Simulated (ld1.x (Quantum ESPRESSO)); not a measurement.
# scandium: one change to a TM semilocal potential, before and after

```
Element                 : scandium (Sc)
Generator               : ld1.x (Quantum ESPRESSO) 7.5
Type                    : norm-conserving Troullier–Martins (semilocal form)
Functional              : PBEsol
Relativity              : scalar-relativistic
Frozen core             : [Ar]
Valence charge          : 3
Reference configuration : 3d1 4s1 4p1
Partial waves           : 4p (bound): rc 3.20 bohr; 3d (bound): rc 2.45 bohr; 4s (bound): rc 3.40 bohr
Local potential         : the s channel
Core correction         : a·sin(br)/r model core inside 2.05 bohr
```

Change: type ultrasoft, which also changes the form from semilocal to separable; waves now 4s (bound): rcut 2.95, rcutus 3.40 bohr; 4s channel at 0.1 Ry: rcut 2.95, rcutus 3.40 bohr; 4p (bound): rcut 2.80, rcutus 3.20 bohr; 4p channel at 2.9 Ry: rcut 2.80, rcutus 3.20 bohr; 3d (bound): rcut 2.15, rcutus 2.45 bohr; 3d channel at 2.95 Ry: rcut 2.15, rcutus 2.45 bohr; local potential all-electron potential smoothed inside 2.90 bohr (lloc = -1); augmentation PSQ, radius 2.15 bohr.

Cutoffs: the cutoffs (Ry, on a coarse ladder) from which the occupation-weighted sum of valence levels, in a spherical-Bessel basis at the reference potential, stays within 10 and 1 mRy of its value at 400 Ry; they do not see the model core or the augmentation charge, which bear on the density cutoff. Errors are all-electron minus pseudo energies relative to the spin-unpolarised reference configuration.

How do hardness, ghosts and transferability respond?

The potential gets softer (35 Ry and 40 Ry → 15 Ry and 18 Ry); the number of tests with a reliable result goes from 7 to 4 (the test run of the changed file stopped, so its transferability is not established); of the 4 tests that both files solve, the error grows in 1 and shrinks in 3 by more than 15 % and 0.3 meV (median size 10.0 → 9.5 meV); the range in which the p phases agree widens (upper end 1.4 → at the end of the scan); neither file shows a bound ghost. In the semilocal form every listed channel keeps its own potential, so the choice of the local channel does not act on these tests. It acts once the file is put into the separable form. A semilocal file is local in each channel, so a ghost entry of none says nothing of the separable form that plane-wave codes build from it. Several settings change at once here, so the effects cannot be laid on one of them.

```csv
quantity,base,changed
"cutoff, loose",35 Ry,15 Ry
"cutoff, tight",40 Ry,18 Ry
loose cutoff by channel (10 mRy a level),"p 6 Ry, d 35 Ry, s 6 Ry","s 6 Ry, p 6 Ry, d 15 Ry"
bound ghosts,none,none
tests with a reliable result,7 of 7,4 of 7 (the test run stopped)
"error for 3d1 4s2 4p0, meV [ΔE -2.79 eV]",-4.0,-1.2
"error for 3d1 4s1 4p0, meV [ΔE 4.11 eV]",-1.2,-0.6
"error for 3d1 4s0 4p0, meV [ΔE 16.76 eV]",-23,-18
"error for 3d0 4s2 4p1, meV [ΔE 0.70 eV]",+16,-63
s: phases at 3.71 bohr within 0.05 rad from the reference energy up to (Ry; the scan ends near 5),1.0,1.6
p: phases at 3.71 bohr within 0.05 rad from the reference energy up to (Ry; the scan ends near 5),1.4,to the end of the scan
d: phases at 3.71 bohr within 0.05 rad from the reference energy up to (Ry; the scan ends near 5),0.3,0.4
```
